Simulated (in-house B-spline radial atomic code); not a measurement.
Multiplet parameters of the 4p4 shell in the xenon ion Xe²⁰⁺ ([Ar] 3d10 4s2 4p4). Computed with a B-spline radial code for spherical atoms: non-relativistic Hartree-Fock, average of configuration, point nucleus.

Slater integrals: F^2 = 152286 cm⁻¹. Central-field spin-orbit parameter ζ(4p) = 77850 cm⁻¹ (bare central field on non-relativistic orbitals, without two-electron terms: too large for light atoms, too small for heavy ones).

With F₂ = F^2/25 = 6091 cm⁻¹:

**Question.** Where do the terms lie in LS coupling, without spin-orbit interaction?

**Answer.** In cm⁻¹ above the Hund's-rule term:
| term | expression | energy |
| --- | --- | --- |
| 3P | 0 F₂ | 0 |
| 1D | 6 F₂ | 36549 |
| 1S | 15 F₂ | 91372 |

**Question.** Is LS coupling a fair picture here?

**Answer.** Unscaled Hartree-Fock integrals overestimate measured term splittings, because correlation screens the repulsion; fits to spectra scale them down, most for low charges. Here ζ is 12.78 times F₂, so spin-orbit coupling rivals the gaps between some terms: low levels can stay fairly pure, while close terms of equal J mix strongly.
